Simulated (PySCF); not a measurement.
**Calculated NMR parameters of CC(C)/C(F)=C\C(=O)Cl**

| Quantity | Value |
| --- | --- |
| Formula | C6H8ClFO |
| SMILES | CC(C)/C(F)=C\C(=O)Cl |
| InChI | InChI=1S/C6H8ClFO/c1-4(2)5(8)3-6(7)9/h3-4H,1-2H3/b5-3+ |
| Point group of the computed structure | C1 |
| Degrees of unsaturation | 2 |
| Carbon signals | 5 |
| Proton signals | 3 |

Atoms are numbered as in `[CH3:1][CH:2]([CH3:3])/[C:4]([F:5])=[CH:6]\[C:7](=[O:8])[Cl:9]`. Hydrogens are named by the atom that carries them.

Theoretical values (PySCF 2.14.0 with density-fitted response routines): geometry: GFN2-xTB, shieldings: GIAO PBE0/pcSseg-1. Averaged over atoms made equivalent by symmetry, fast rotation or ring inversion, no solvent, one computed conformer, non-relativistic Hamiltonian.

Shifts are taken against calculated references (same method and geometry level): ¹H (31.72 ppm) and ¹³C (186.93 ppm) against TMS; CFCl3 for ¹⁹F (170.95 ppm); H2O for ¹⁷O (336.08 ppm).

| carbon | δC, type | δH (multiplicity) | HMBC from (2–3 bonds) | span of the C tensor (ppm) |
| --- | --- | --- | --- | --- |
| C1/C3 | 20.8, CH3 | 1.22 (d) | H(C2), H(C1)/H(C3) | 37 |
| C2 | 34.5, CH | 3.87 (m) | H(C6), H(C1)/H(C3) | 30 |
| C4 | 199.1, C | – | H(C6), H(C2), H(C1)/H(C3) | 207 |
| C6 | 111.7, CH | 5.99 (m) | H(C2) | 127 |
| C7 | 174.9, C | – | H(C6) | 161 |

Other nuclei:
```tsv
atoms	nucleus	environment	δ (ppm)	σ (ppm)
F5	¹⁹F	vinylic fluorine	-73.7	244.6
O8	¹⁷O	carbonyl oxygen	552.7	-216.6
```

Carbon types of the structure: 2 × C, 2 × CH, 2 × CH3, which accounts for all hydrogens. δC 199.1: β carbon of a C=C–C=O unit; conjugation with the carbonyl draws π density from the β position. δC 174.9: carbonyl carbon. δC 111.7: α carbon of a C=C–C=O unit; as expected for a trigonal carbon in a double bond. δC 34.5: allylic sp3 CH; aliphatic region, no heteroatom directly attached. δH 5.99: hydrogen on an α carbon of a C=C–C=O unit; attached to an sp2 carbon and in the plane of the double bond.

Carbons that carry Cl, above all several Cl atoms, come out too deshielded, partly because spin–orbit coupling is missing. Splittings by ¹⁹F in the carbon and heteronuclear signals aren't shown, as no couplings were computed. Shifts are as computed. Against solution values, carbons near 30 ppm lie about +3 ppm off and those near 130 ppm about +5 ppm; carbons on Cl a further +6 ppm. Of 1211 compounds with measured shifts, 218 miss one by over three times the rms of a fit or turn the order of signals round; such compounds aren't used in these exercises. Unscaled 19F shifts against computed CFCl3 carry errors that often reach 10 to 50 ppm. Unscaled 17O shifts of doubly bonded oxygen tend to come out too high, by tens of ppm or more. Experimental scales use liquid or dissolved standards, which lie at an offset from isolated H2O (liquid H2O: subtract about 36 ppm). Multiplicities follow the n + 1 count of equivalent neighbours, as no J values were calculated; m marks all less simple cases, F and P coupling included.
